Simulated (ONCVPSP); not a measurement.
An all-electron radial function and its pseudo partner (neon (Ne))

Columns: radius, all-electron u(r) and pseudo u(r) of the 2p shell (level -13.44 eV) of neon in the configuration [He] 2s2 2p6; PW91, scalar-relativistic, ONCV scheme, ONCVPSP 4.0.1.

```csv
r (bohr),all-electron,pseudo
0.065,0.0893,0.0384
0.130,0.2642,0.1460
0.195,0.4489,0.3034
0.260,0.6114,0.4842
0.325,0.7411,0.6607
0.390,0.8373,0.8104
0.455,0.9029,0.9200
0.520,0.9421,0.9858
0.585,0.9598,1.0120
0.650,0.9607,1.0082
0.715,0.9490,0.9848
0.780,0.9278,0.9509
0.845,0.9002,0.9127
0.910,0.8679,0.8736
0.975,0.8329,0.8348
1.040,0.7961,0.7966
1.105,0.7587,0.7587
1.170,0.7212,0.7211
1.235,0.6841,0.6841
1.300,0.6478,0.6478
1.365,0.6127,0.6126
1.430,0.5787,0.5787
1.495,0.5461,0.5460
1.560,0.5149,0.5148
1.625,0.4851,0.4851
1.690,0.4567,0.4567
```

How many radial nodes do the two functions have?

The all-electron 2p function has n − l − 1 = 0; the pseudo-wave has 0.

At about which radius was the pseudo-wave matched?

1.20 bohr. The columns agree to 0.0005 from 1.04 bohr on; several derivatives are matched, so the curves merge somewhat inside the radius.

Is the pseudo-wave norm-conserving?

Yes: the ONCV scheme keeps the norm inside the radius equal to the all-electron one, which fixes the energy derivative of the logarithmic derivative at the level.
